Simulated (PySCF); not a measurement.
Labels have come off several samples. The candidates:

A. `N(=C(C=C)C=C)N=C`
B. SMILES Cc1cnc(C(F)(F)F)nn1
C. SMILES C=CC1=C(F)[Si@H](OC)C1

Spectrum 1. ¹H NMR (400 MHz, computed): δ 7.19 (m, 1H), 5.65 (m, 1H), 5.56 (m, 1H), 5.52 (m, 1H), 4.01 (s, 3H), 1.43 (m, 1H), 1.35 (m, 1H). ¹³C{¹H} NMR (computed): δ 174.8 (C), 142.9 (C), 135.2 (CH), 124.7 (CH2), 54.3 (CH3), 14.2 (CH2).

Spectrum 2. ¹H NMR (400 MHz, computed): δ 6.70 (m, 1H), 6.46 (m, 1H), 6.36 (m, 1H), 6.28 (m, 1H), 6.14 (m, 1H), 5.79 (m, 1H), 5.78 (m, 1H), 5.68 (m, 1H). ¹³C{¹H} NMR (computed): δ 134.6 (CH), 133.7 (CH), 126.5 (CH2), 126.4 (C), 123.0 (CH2), 112.5 (CH2).

Spectrum 3. ¹H NMR (400 MHz, computed): δ 8.80 (s, 1H), 3.07 (s, 3H). ¹³C{¹H} NMR (computed): δ 166.1 (C), 162.6 (C), 153.5 (CH), 129.9 (C), 22.4 (CH3).

[PySCF 2.14: GFN2-xTB structure; PBE0/pcSseg-1 with gauge-including orbitals; in vacuum; single conformer; non-relativistic; equivalent nuclei averaged]

Shifts are taken against calculated references (same method and geometry level): TMS for ¹H (σ = 31.72 ppm), ¹³C (σ = 186.93 ppm). Splittings of carbon signals by F and P are missing where no couplings were computed. Where no couplings were computed, multiplicities follow the n + 1 count of equivalent neighbours, and m marks all less simple cases (inequivalent or close neighbours, rings, F or P nearby). Shifts are as computed. Against solution values, carbons near 30 ppm lie about +3 ppm off and those near 130 ppm about +5 ppm. Of 1211 compounds with measured shifts, 218 miss one by over three times the rms of a fit or turn the order of signals round; such compounds aren't used in these exercises.

**Question.** Match each spectrum to its structure.

**Answer.** 1–C, 2–A, 3–B.

- Spectrum 1 (C): 6 ¹³C signals; δC 142.9 is a fully substituted alkene carbon; δC 135.2 is an alkene CH.
- Spectrum 2 (A): 6 ¹³C signals; δC 134.6 is an alkene CH; δC 133.7 is an alkene CH.
- Spectrum 3 (B): 5 ¹³C signals; δC 153.5 is an aromatic CH next to a ring nitrogen; δC 129.9 is a CF3 carbon.
